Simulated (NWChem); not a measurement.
Species: CH3FO2Si; SMILES O([SiH2]F)C=O

```xyz
8

O      0.5897     2.0471     0.0000
C     -0.5398     1.6384     0.0000
O     -0.8491     0.3471     0.0000
Si     0.4707    -0.7430     0.0000
F     -0.2578    -2.1829     0.0000
H     -1.4438     2.2809     0.0000
H      1.2437    -0.6085    -1.2531
H      1.2437    -0.6085     1.2531
```
Atoms are numbered in this order, from 1.

Computed with NWChem. Geometry: optimised at PBE0/def2-SVP. B3LYP is NWChem's, with the RPA form of VWN correlation. Total energies of different functionals are on different scales.

```tsv
level	energy (Ha)	highest occupied level (eV)	orbital gap (eV)	dipole (D)
PBE/def2-TZVP	-579.4892	[?]	5.40	0.53
B3LYP/def2-TZVP	-579.9640	-8.58	7.71	0.56
PBE0/def2-TZVP	-579.5143	-8.83	8.27	0.57
BLYP/def2-TZVP	-579.8994	-7.06	5.42	0.53
PW6B95/def2-TZVP	-580.5183	-9.01	8.50	0.57
```

Q: Fill in the missing entries.

A: 
- PBE/def2-TZVP, highest occupied level (eV): -7.14
